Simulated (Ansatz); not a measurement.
**Nudged elastic band run: CH8BNO**

input.yaml

```yaml
crystal:
  periodic: [false, false, false]
  atoms:
    - { symbol: B, position_ang: [0.123493, -0.368348, 0.272871] }
    - { symbol: "N", position_ang: [0.152177, -0.283601, 1.67782] }
    - { symbol: H, position_ang: [-0.644717, -0.491595, 2.264474] }
    - { symbol: H, position_ang: [1.009728, -0.153585, 2.200822] }
    - { symbol: C, position_ang: [1.40975, -0.136855, -0.600221] }
    - { symbol: H, position_ang: [1.536363, -0.929534, -1.348453] }
    - { symbol: H, position_ang: [1.290028, 0.801232, -1.159011] }
    - { symbol: H, position_ang: [2.339607, -0.060416, -0.0223] }
    - { symbol: H, position_ang: [-0.945705, -0.598921, -0.223899] }
    - { symbol: O, position_ang: [-0.539059, 2.590794, 0.503992] }
    - { symbol: H, position_ang: [-1.423018, 2.374596, 0.170924] }
    - { symbol: H, position_ang: [-0.343649, 1.855836, 1.109983] }
basis:
  gaussian: { orbitals: "6-31G*" }
hamiltonian:
  xc: b3lyp
  dispersion: d4
neb:
  order_check: false
  images: 7
  f_tol: 0.05
  max_iterations: 60
  spring: 0.1
  final_atoms:
    - { symbol: B, position_ang: [-0.12425724, 0.45757844, 0.04656744] }
    - { symbol: "N", position_ang: [0.13550109, 0.07733291, 1.74164794] }
    - { symbol: H, position_ang: [-0.72095626, 0.19733557, 2.2827737] }
    - { symbol: H, position_ang: [0.48020769, -0.87218686, 1.88887122] }
    - { symbol: C, position_ang: [1.31011703, 0.18440652, -0.6243639] }
    - { symbol: H, position_ang: [1.68134227, -0.84168121, -0.48180629] }
    - { symbol: H, position_ang: [1.24716438, 0.34462394, -1.708382] }
    - { symbol: H, position_ang: [2.08697625, 0.87279712, -0.25595073] }
    - { symbol: H, position_ang: [-1.01112377, -0.33240807, -0.2387686] }
    - { symbol: O, position_ang: [-0.49371078, 1.84377017, 0.06761709] }
    - { symbol: H, position_ang: [-1.45325026, 1.93447037, 0.02015087] }
    - { symbol: H, position_ang: [0.82698759, 0.7335641, 2.10864526] }
  initial_path:
    images:
      - { positions_ang: [[0.123493, -0.368348, 0.272871], [0.152177, -0.283601, 1.67782], [-0.644717, -0.491595, 2.264474], [1.009728, -0.153585, 2.200822], [1.40975, -0.136855, -0.600221], [1.536363, -0.929534, -1.348453], [1.290028, 0.801232, -1.159011], [2.339607, -0.060416, -0.0223], [-0.945705, -0.598921, -0.223899], [-0.539059, 2.590794, 0.503992], [-1.423018, 2.374596, 0.170924], [-0.343649, 1.855836, 1.109983]] }
      - { positions_ang: [[0.09128601, -0.27368299, 0.20334809], [0.11129206, -0.21538041, 1.73202835], [-0.7071944, -0.4368315, 2.30310248], [0.97443056, -0.05534604, 2.25817864], [1.4029591, -0.10388729, -0.65042563], [1.57589103, -0.96085605, -1.25681036], [1.28203244, 0.72995034, -1.31254106], [2.29459259, 0.08294709, -0.06697524], [-0.9677253, -0.44047581, -0.31873709], [-0.45252647, 2.34717778, 0.51579343], [-1.34861155, 2.26602018, 0.2126458], [-0.29142805, 1.6599677, 1.2273946]] }
      - { positions_ang: [[0.05907902, -0.17901798, 0.13382517], [0.07040712, -0.14715981, 1.78623669], [-0.76967181, -0.38206799, 2.34173096], [0.93913311, 0.04289292, 2.31553529], [1.3961682, -0.07091959, -0.70063026], [1.61541905, -0.99217811, -1.16516773], [1.27403687, 0.65866868, -1.46607112], [2.24957819, 0.22631018, -0.11165048], [-0.9897456, -0.28203063, -0.41357519], [-0.36599395, 2.10356157, 0.52759486], [-1.27420511, 2.15744436, 0.2543676], [-0.23920711, 1.46409939, 1.34480619]] }
      - { positions_ang: [[0.02687202, -0.08435297, 0.06430226], [0.02952218, -0.07893922, 1.84044504], [-0.83214921, -0.32730449, 2.38035944], [0.90383567, 0.14113187, 2.37289193], [1.3893773, -0.03795188, -0.75083489], [1.65494708, -1.02350016, -1.07352509], [1.26604131, 0.58738702, -1.61960118], [2.20456378, 0.36967327, -0.15632572], [-1.0117659, -0.12358544, -0.50841328], [-0.27946142, 1.85994535, 0.53939629], [-1.19979866, 2.04886854, 0.2960894], [-0.18698616, 1.26823109, 1.46221779]] }
      - { positions_ang: [[-0.00533497, 0.01031204, -0.00522066], [-0.01136276, -0.01071863, 1.89465339], [-0.89462661, -0.27254099, 2.41898792], [0.86853823, 0.23937083, 2.43024858], [1.3825864, -0.00498417, -0.80103952], [1.6944751, -1.05482221, -0.98188245], [1.25804575, 0.51610537, -1.77313124], [2.15954938, 0.51303636, -0.20100095], [-1.03378619, 0.03485975, -0.60325137], [-0.19292889, 1.61632914, 0.55119772], [-1.12539221, 1.94029272, 0.3378112], [-0.13476522, 1.07236279, 1.57962939]] }
      - { positions_ang: [[-0.03506554, 0.12212864, 0.00772637], [0.0253532, 0.01129426, 1.85640202], [-0.85120902, -0.15507185, 2.38493437], [0.77145559, -0.03851859, 2.29490424], [1.36446906, 0.0423635, -0.75687061], [1.6911919, -1.00153696, -0.85686341], [1.25532541, 0.47323501, -1.75694393], [2.1414061, 0.60297655, -0.2147384], [-1.02812059, -0.05695721, -0.51213068], [-0.26812436, 1.6731894, 0.43030257], [-1.20735672, 1.93883713, 0.25839612], [0.10567298, 0.98766312, 1.71188336]] }
      - { positions_ang: [[-0.06479611, 0.23394524, 0.02067339], [0.06206916, 0.03330714, 1.81815066], [-0.80779144, -0.03760271, 2.35088081], [0.67437296, -0.31640801, 2.1595599], [1.34635172, 0.08971117, -0.71270171], [1.68790869, -0.94825171, -0.73184437], [1.25260507, 0.43036465, -1.74075662], [2.12326281, 0.69291674, -0.22847584], [-1.02245498, -0.14877416, -0.42100998], [-0.34331984, 1.73004965, 0.30940741], [-1.28932123, 1.93738155, 0.17898104], [0.34611119, 0.90296345, 1.84413732]] }
      - { positions_ang: [[-0.09452667, 0.34576184, 0.03362041], [0.09878513, 0.05532003, 1.7798993], [-0.76437385, 0.07986643, 2.31682726], [0.57729033, -0.59429743, 2.02421556], [1.32823437, 0.13705884, -0.6685328], [1.68462548, -0.89496646, -0.60682533], [1.24988472, 0.3874943, -1.72456931], [2.10511953, 0.78285693, -0.24221328], [-1.01678937, -0.24059112, -0.32988929], [-0.41851531, 1.78690991, 0.18851225], [-1.37128575, 1.93592596, 0.09956595], [0.58654939, 0.81826377, 1.97639129]] }
      - { positions_ang: [[-0.12425724, 0.45757844, 0.04656744], [0.13550109, 0.07733291, 1.74164794], [-0.72095626, 0.19733557, 2.2827737], [0.48020769, -0.87218686, 1.88887122], [1.31011703, 0.18440652, -0.6243639], [1.68134227, -0.84168121, -0.48180629], [1.24716438, 0.34462394, -1.708382], [2.08697625, 0.87279712, -0.25595073], [-1.01112377, -0.33240807, -0.2387686], [-0.49371078, 1.84377017, 0.06761709], [-1.45325026, 1.93447037, 0.02015087], [0.82698759, 0.7335641, 2.10864526]] }
```

Launched with:

```bash
$ ansatz run input.yaml --threads 1 --pin off --max-ram 2048MiB --backend cpu --events-out ev --progress --plain --runs-dir out
```

Output, in part (warnings, iteration lines, the closing report on the highest movable image, with atoms numbered from 0):

```
NEB end point (image 0): max|allowed force component| = 1.905e-2 eV/Å (the criterion of neb.relax_end_points is 1.000e-2)
NEB end point (image 8): max|allowed force component| = 1.907e-2 eV/Å (the criterion of neb.relax_end_points is 1.000e-2)
NEB iter   1: max|band force component| = 1.830e1 eV/Å  barrier→ = 2.9085 eV  barrier← = 3.3501 eV  Δτ_max = 0.2000 Å  (216 SCF iters)
NEB iter   2: max|band force component| = 2.098e0 eV/Å  barrier→ = 1.1778 eV  barrier← = 1.6193 eV  Δτ_max = 0.2000 Å  (192 SCF iters)
NEB iter   3: max|band force component| = 4.661e0 eV/Å  barrier→ = 0.7841 eV  barrier← = 1.2256 eV  Δτ_max = 0.1023 Å  (183 SCF iters)
NEB iter   4: max|band force component| = 1.328e0 eV/Å  barrier→ = 0.5939 eV  barrier← = 1.0354 eV  Δτ_max = 0.2000 Å  (183 SCF iters)
NEB iter   5: max|band force component| = 6.597e-1 eV/Å  barrier→ = 0.5272 eV  barrier← = 0.9688 eV  Δτ_max = 0.1171 Å  (179 SCF iters)
NEB iter   6: max|band force component| = 5.635e-1 eV/Å  barrier→ = 0.4409 eV  barrier← = 0.8824 eV  Δτ_max = 0.0472 Å  (170 SCF iters)
NEB iter   7: max|band force component| = 3.586e-1 eV/Å  barrier→ = 0.4026 eV  barrier← = 0.8441 eV  CI = image 3  Δτ_max = 0.2000 Å  (165 SCF iters)
NEB iter   8: max|band force component| = 5.952e-1 eV/Å  barrier→ = 0.5714 eV  barrier← = 1.0130 eV  CI = image 3  Δτ_max = 0.0826 Å  (170 SCF iters)
NEB iter   9: max|band force component| = 9.389e-1 eV/Å  barrier→ = 0.6292 eV  barrier← = 1.0708 eV  CI = image 3  Δτ_max = 0.0416 Å  (167 SCF iters)
NEB iter  10: max|band force component| = 6.088e-1 eV/Å  barrier→ = 0.6030 eV  barrier← = 1.0446 eV  CI = image 3  Δτ_max = 0.0388 Å  (159 SCF iters)
NEB iter  11: max|band force component| = 1.044e-1 eV/Å  barrier→ = 0.5750 eV  barrier← = 1.0165 eV  CI = image 3  Δτ_max = 0.0227 Å  (158 SCF iters)
NEB iter  12: max|band force component| = 6.708e-2 eV/Å  barrier→ = 0.5757 eV  barrier← = 1.0172 eV  CI = image 3  Δτ_max = 0.0046 Å  (149 SCF iters)
NEB iter  13: max|band force component| = 2.178e-2 eV/Å  barrier→ = 0.5754 eV  barrier← = 1.0170 eV  CI = image 3  Δτ_max = 0.0000 Å  (306 SCF iters)
Total energy: -5381.65726199 eV, -197.7722565599 hartree
Atom 0 at    -0.031238     0.248541     0.163891 Å, force    -0.000652     0.018812    -0.001804 eV/Å
Atom 1 at     0.049784     0.040615     1.726609 Å, force     0.019071    -0.015065     0.005047 eV/Å
Atom 2 at    -0.663735    -0.539471     2.157372 Å, force    -0.004986     0.007254    -0.002157 eV/Å
Atom 3 at     0.961265    -0.206284     2.104710 Å, force    -0.003287     0.001087     0.001728 eV/Å
Atom 4 at     1.330697     0.025617    -0.626764 Å, force     0.000339    -0.007408    -0.001346 eV/Å
Atom 5 at     1.567959    -1.044045    -0.712040 Å, force     0.000876     0.000979    -0.000003 eV/Å
Atom 6 at     1.277225     0.422395    -1.648077 Å, force     0.000008    -0.001183     0.000343 eV/Å
Atom 7 at     2.187541     0.512870    -0.138187 Å, force    -0.001280    -0.000894    -0.000876 eV/Å
Atom 8 at    -1.054361    -0.201755    -0.294698 Å, force    -0.002728    -0.006139    -0.001887 eV/Å
Atom 9 at    -0.265520     1.870378     0.420346 Å, force    -0.012995     0.005311     0.018043 eV/Å
Atom 10 at    -1.183523     2.108906     0.212603 Å, force     0.005621    -0.001841    -0.010382 eV/Å
Atom 11 at    -0.211096     1.361837     1.481237 Å, force     0.000012    -0.000912    -0.006706 eV/Å
Dipole moment:    -0.258820    -0.022435     0.459249 e Å
```

The run converged. Another band between the same ends (7 images) ends at a top of the same energy, where a vibrational analysis finds 1 clearly imaginary mode. The orbitals stay closed-shell, which can raise the energy where a bond breaks towards radicals; this wasn't checked here.

Final band (atoms are numbered from 1 in the order of the input):

```tsv
image	path coordinate (Å)	energy (eV)	O10–H12 (Å)	B1–O10 (Å)	N2–H12 (Å)
0	0.00	0.00	0.97	3.04	2.27
1	0.70	0.02	0.97	2.90	2.23
2	1.40	0.18	0.98	2.31	1.96
3	2.09	0.58	1.18	1.66	1.37
4	2.60	-0.14	1.76	1.49	1.05
5	3.11	-0.39	2.30	1.44	1.02
6	3.63	-0.41	2.42	1.44	1.02
7	4.15	-0.43	2.52	1.44	1.02
8	4.67	-0.44	2.67	1.43	1.02
```

The run took 3 min on 1 thread of Intel(R) Xeon(R) 6975P-C (Granite Rapids), on a shared host, peak memory 0.16 GiB.
